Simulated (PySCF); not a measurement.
# Induced dipoles and field energies

Species: C7H8.
Structure used (GFN2-xTB), in Å, numbered top down from 1:
```
atom  x, y, z in Å
C1    -2.057    1.122   -2.147
C2    -1.502    0.784   -1.138
C3    -0.885    0.379    0.074
C4    -1.805    0.086    1.230
C5     0.418    0.283    0.155
C6     1.706    0.167    0.239
C7     2.466   -1.090   -0.065
H8    -2.532    1.420   -3.034
H9    -1.231   -0.198    2.108
H10   -2.404    0.967    1.461
H11   -2.485   -0.724    0.970
H12    2.308    1.015    0.545
H13    1.793   -1.888   -0.367
H14    3.181   -0.907   -0.868
H15    3.024   -1.410    0.815
```

Level: PBE0/def2-SVPD (PySCF); nuclei fixed, core orbitals frozen in the response. Permanent dipole (0.695, -0.443, 0.579) D (1 au = 2.5417 D). Static polarisability (au):

```
x   122.93 -15.14  15.08
y   -15.14  64.69  -8.59
z    15.08  -8.59  82.46
```

Only the terms in μ and α are kept: μ(F) = μ + αF and ΔE = −μ·F − ½ F·αF.

(1) What do fields of 0.514 V/Å (0.01 au) along the six axis directions do?

(2) For the field (0.0020, 0.0050, -0.0080) au, what is the induced dipole, and what angle does it make with the field?

(3) At what field along the permanent dipole would the induced dipole along it equal the permanent one, in this linear picture?

(4) What field makes μF equal to kT at 400 K?

(5) A unit point charge sits 7 Å away. Estimate the induction energy −αe²/2R⁴ with the mean polarisability, treating the molecule as a point.

## Answers

(1) 
| field along | induced x (D) | induced y (D) | induced z (D) | total size (D) | −μ·F (kJ/mol) | −½F·αF (kJ/mol) |
| --- | --- | --- | --- | --- | --- | --- |
| +x | 3.125 | -0.385 | 0.383 | 4.025 | -7.179 | -16.138 |
| −x | -3.125 | 0.385 | -0.383 | 2.438 | +7.179 | -16.138 |
| +y | -0.385 | 1.644 | -0.218 | 1.292 | +4.576 | -8.492 |
| −y | 0.385 | -1.644 | 0.218 | 2.482 | -4.576 | -8.492 |
| +z | 0.383 | -0.218 | 2.096 | 2.959 | -5.981 | -10.825 |
| −z | -0.383 | 0.218 | -2.096 | 1.565 | +5.981 | -10.825 |

(2) αF = (0.126, 0.920, -1.709) D, at 9.0° to the field. The polarisability along this direction, F·αF/F², is 78.37 au, against a mean of 90.03 au.

(3) The polarisability along the dipole is 123.79 au, so F = 0.3963 au / 123.79 au = 0.0032 au = 0.16 V/Å; higher-order terms are ignored.

(4) kT = 1.2667 × 10⁻³ Eh, so F = 0.0032 au = 16.4 MV/cm.

(5) R = 13.23 bohr, so the energy is −90.0/(2 × 13.23⁴) Eh = -3.86 kJ/mol. The charge–dipole term at its most favourable orientation, −μe/R², is -5.95 kJ/mol.

Geometry: GFN2-xTB; no solvent, vibrations or thermal averaging.
